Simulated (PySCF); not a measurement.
Spin states of GaS

Unrestricted PBE0; PySCF, scalar-relativistic core potentials, basis sets Ga cc-pVTZ-PP with ECP10, S cc-pV(T+d)Z. Outer shells of the fragments: Ga 3d10 4s2 4p1; S 3s2 3p4.

Followed along the bond (rough minima from three points):

| 2Ms+1 | unpaired | ⟨S²⟩ at the start | R at minimum (Å) | Te (eV) |
| --- | --- | --- | --- | --- |
| 2 | σ ↑ | 0.76 | 2.08 | 0.00 |
| 2 | π ↑ | 0.76 | 2.33 | 0.27 |
| 4 | σ ↑, π ↑↑ | 3.76 | 2.32 | 3.09 |

Solutions found at the starting distance of 2.190 Å, counted from the lowest of them; the search is not exhaustive and high or unbound solutions are not listed, so other states can lie among these:

| 2Ms+1 | unpaired | term | E (eV) | ⟨S²⟩ | ⟨Lz²⟩ | μ (D) |
| --- | --- | --- | --- | --- | --- | --- |
| 2 | σ ↑ | ²Σ⁺ | 0.00 | 0.76 | 0.00 | -3.71 |
| 2 | π ↑ | ²Π | 0.26 | 0.76 | 1.01 | -1.13 |
| 4 | σ ↑, π ↑↑ | mixed | 3.03 | 3.76 | 2.01 | -0.33 |
| 4 | σ ↑, π ↑↑ | mixed | 3.27 | 3.76 | 2.01 | -0.32 |
| 2 | σ ↑, π ↑↓ | mixed | 3.44 | 1.76 | 2.02 | -0.43 |
| 4 | π ↑↑↑ | ⁴Π | 4.79 | 3.76 | 1.01 | 3.79 |

A term symbol is given only where ⟨S²⟩ and ⟨Lz²⟩ are close to those of a pure state; real π, δ and φ orbitals otherwise mix terms. A positive dipole means Ga(−)S(+).

Spin–orbit coupling is left out. Counting both spins, an empty level lies below a filled one in some of these solutions, because spin and occupation are held.
